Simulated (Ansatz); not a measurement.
Species: C₆H₁₂Si, charge 0, multiplicity 1. SMILES: C=C[Si](C)(C)C=C
Structure (B3LYP-D3(BJ)/def2-TZVP (Ansatz, a quantum-chemistry and plane-wave program) minimum search):
```xyz
19

C      1.9594    -1.6934    -0.0602
C      1.6717    -0.4473    -0.4322
Si     0.0448     0.4154    -0.1020
C      0.4008     2.1027     0.6441
C     -0.9005     0.6202    -1.7106
C     -0.9458    -0.6054     1.1100
C     -2.1172    -1.1809     0.8455
H      1.2437    -2.3057     0.4784
H      2.9154    -2.1598    -0.2767
H      2.4415     0.1047    -0.9710
H     -0.5241     2.6571     0.8170
H      1.0308     2.6985    -0.0207
H      0.9212     2.0081     1.5995
H     -1.1228    -0.3460    -2.1671
H     -1.8421     1.1508    -1.5538
H     -0.3093     1.1954    -2.4269
H     -0.5410    -0.7352     2.1130
H     -2.5884    -1.0999    -0.1285
H     -2.6629    -1.7583     1.5850
```

Property: atomisation energy (electronic, to ground-state atoms), in kJ/mol. Valence correlation only, unless marked. Open shells are spin-unrestricted. Spin-orbit coupling is left out. Non-relativistic. The coupled-cluster limit lacks core correlation, which all-electron functionals hold. CBS(X,Y): correlation extrapolated as X^-3; Hartree-Fock from the larger set. The bracket is a focal-point correction in the basis named.

```csv
level,program,atomisation energy (kJ/mol)
PBE-D3(BJ)/def2-TZVPD,Ansatz + dftd3,7797.6
BLYP-D4/def2-TZVPD,Ansatz + dftd4,7634.6
revPBE-D3(BJ)/def2-TZVPD,Ansatz + dftd3,…
r2SCAN-D4/def2-TZVPD,Ansatz + dftd4,…
PBE0/def2-TZVPD,Ansatz,7667.3
HSE06/def2-TZVPD,Ansatz,…
CAM-B3LYP-D3(BJ)/def2-TZVPD,Ansatz + dftd3,7689.0
LC-wPBE-D4/def2-TZVPD,Ansatz + dftd4,…
B2GP-PLYP/def2-TZVPD,Ansatz,7557.0
RPA@PBE/cc-pV(T+d)Z,Ansatz,7172.9
SCS-MP2/6-31G,Ansatz,6634.6
SCS-MP2/aug-cc-pV(T+d)Z,Ansatz,7583.2
SCS-MP2/cc-pV(T+d)Z,Ansatz,7546.2
CCSD/6-31G,Ansatz,6602.0
"RI-MP2/CBS(aug-cc-pV(T+d)Z,aug-cc-pV(Q+d)Z)+[CCSD(T)-MP2]/aug-cc-pV(T+d)Z",Ansatz,7669.4
```

Some entries are withheld; supply them.


- revPBE-D3(BJ)/def2-TZVPD, atomisation energy (kJ/mol): 7622.6
- r2SCAN-D4/def2-TZVPD, atomisation energy (kJ/mol): 7680.1
- HSE06/def2-TZVPD, atomisation energy (kJ/mol): 7674.7
- LC-wPBE-D4/def2-TZVPD, atomisation energy (kJ/mol): 7683.3
